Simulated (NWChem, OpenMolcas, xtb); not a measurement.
# How methods differ on InNH2Cl (SMILES [NH2][In][Cl])

InNH2Cl has 5 atoms, charge 0, and is taken as a doublet. As SMILES, `[NH2][In][Cl]`. Geometry: relaxed at PBE0-D4/def2-TZVP. This is one conformer, not always the lowest.

Quantity: the vertical ionisation energy (to the singlet cation), in eV. The values are calculated.

| level | kind | program | value (eV) | less CCSD(T)/def2-SVP | CPU time (all runs) |
| --- | --- | --- | --- | --- | --- |
| GFN2-xTB | semi-empirical | xtb | 13.21 | +5.26 | under 2 s |
| UHF/def2-SVP (core potential) | Hartree–Fock | OpenMolcas | 8.24 | +0.29 | 9.1 s |
| USVWN5/def2-SVP (core potential) | LDA | OpenMolcas | 8.39 | +0.44 | 29 s |
| U-revPBE/def2-SVP (core potential) | GGA | OpenMolcas | 8.16 | +0.21 | 41 s |
| UBLYP/def2-SVP (core potential) | GGA | OpenMolcas | 8.06 | +0.11 | 40 s |
| UTPSS/def2-SVP (core potential) | meta-GGA | OpenMolcas | 8.23 | +0.28 | 60 s |
| UBHLYP/def2-SVP (core potential) | global hybrid | OpenMolcas | 8.51 | +0.56 | 36 s |
| UMP2/def2-SVP (core potential) | perturbation theory | NWChem | 8.02 | +0.07 | 62 s |
| ROCCSD(T)/def2-SVP (core potential) | coupled cluster or CI | OpenMolcas | 7.95 | 0.00 | 46 s |

Differences are taken from ROCCSD(T)/def2-SVP (core potential) for orientation; it has basis-set and higher-order errors of its own. Spin-orbit coupling, which can split open shells on such heavy atoms by tenths of an eV, is left out. The values span 7.95 to 13.21 eV. The xTB values lack the empirical shift that such differences need. In the correlated wave-function rows the outer d shell of In is correlated, in sets not made for it. CPU times are rough (shared hosts, several kinds of processor and program).
